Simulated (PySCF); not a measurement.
Compound: C₃H₉BO₂.
Numbering: `[CH3:1][CH:2]([CH3:3])[B:4]([OH:5])[OH:6]` (hydrogens: H7, H8, H9 on C1; H10 on C2; H11, H12, H13 on C3; H14 on O5; H15 on O6)

Cartesian coordinates in Å at the GFN2-xTB level; atoms count from 1:
```xyz
15
C3H9BO2 angstrom
C     -0.3562    1.2353   -1.0186
C     -0.4181    0.3490    0.2318
C     -1.4685   -0.7490    0.0290
B      1.0247   -0.2752    0.5592
O      1.5638   -1.1575   -0.3158
O      1.6475    0.1144    1.6980
H     -1.3326    1.6698   -1.2249
H     -0.0500    0.6436   -1.8774
H      0.3600    2.0423   -0.8826
H     -0.7363    0.9733    1.0719
H     -1.1651   -1.4051   -0.7827
H     -2.4351   -0.3129   -0.2171
H     -1.5773   -1.3458    0.9315
H      2.4294   -1.5115   -0.1071
H      2.5096   -0.2628    1.8829
```

The closed-shell SCF was solved with PySCF and density fitting under several settings on one GFN2-xTB geometry (grid level 2 and gas phase unless stated).

```json
{"settings": "PBE0/pcSseg-1", "basis functions": "147", "SCF cycles": "12", "E (Eh)": "-294.7760", "HOMO (eV)": "-8.25", "LUMO (eV)": "0.63", "dipole (D)": "2.75"}
{"settings": "PBE0/def2-SVPD", "basis functions": "198", "SCF cycles": "12", "E (Eh)": "-294.6147", "HOMO (eV)": "-8.27", "LUMO (eV)": "-0.31", "dipole (D)": "2.48"}
{"settings": "wB97X/aug-pcSseg-1", "basis functions": "237", "SCF cycles": "13", "E (Eh)": "-295.0641", "HOMO (eV)": "-10.73", "LUMO (eV)": "0.67", "dipole (D)": "2.46"}
{"settings": "B97-D/def2-SVPD, grid level 4", "basis functions": "198", "SCF cycles": "14", "E (Eh)": "-294.7545", "HOMO (eV)": "-6.91", "LUMO (eV)": "-0.88", "dipole (D)": "2.42"}
{"settings": "PW91/MINI, IEF-PCM water", "basis functions": "39", "SCF cycles": "12", "E (Eh)": "-292.7815", "HOMO (eV)": "-7.45", "LUMO (eV)": "-0.02", "dipole (D)": "4.48"}
{"settings": "mPW1PW91/pcJ-1, grid level 4", "basis functions": "252", "SCF cycles": "12", "E (Eh)": "-295.0912", "HOMO (eV)": "-8.28", "LUMO (eV)": "0.58", "dipole (D)": "2.80"}
```

Task: Estimate the row for these settings: mPW1PW91/def2-SVPD, IEF-PCM dimethylsulfoxide.

Result: 
```tsv
settings	basis functions	SCF cycles	E (Eh)	HOMO (eV)	LUMO (eV)	dipole (D)
mPW1PW91/def2-SVPD, IEF-PCM dimethylsulfoxide	198	12	-294.8973	-8.29	0.10	3.12
```

Task: Over all rows, what range does the HOMO–LUMO gap span?

Result: From 6.03 eV (B97-D/def2-SVPD, grid level 4) to 11.40 eV (wB97X/aug-pcSseg-1). The functional of the narrowest has no exact exchange, that of the widest range-separated exact exchange.

Task: And the dipole moment?

Result: From 2.42 D (B97-D/def2-SVPD, grid level 4) to 4.48 D (PW91/MINI, IEF-PCM water); the largest is 1.85 times the smallest, and the median is 2.75 D.

Task: Compare two rows with the functional PBE0: PBE0/pcSseg-1 and PBE0/def2-SVPD. Which energy is lower, and by how much?

Result: PBE0/pcSseg-1 (147 functions) lies 0.1613 Eh or 101 kcal/mol below PBE0/def2-SVPD (198 functions). The smaller set gives the lower energy; the two sets aren't nested, so the variational bound doesn't order them by size.

B97-D ran without the empirical dispersion term, which would shift the total energy alone. Cycle counts include a coarse-grid stage where the run had one. The structure is a single GFN2-xTB conformer; no vibrational corrections.
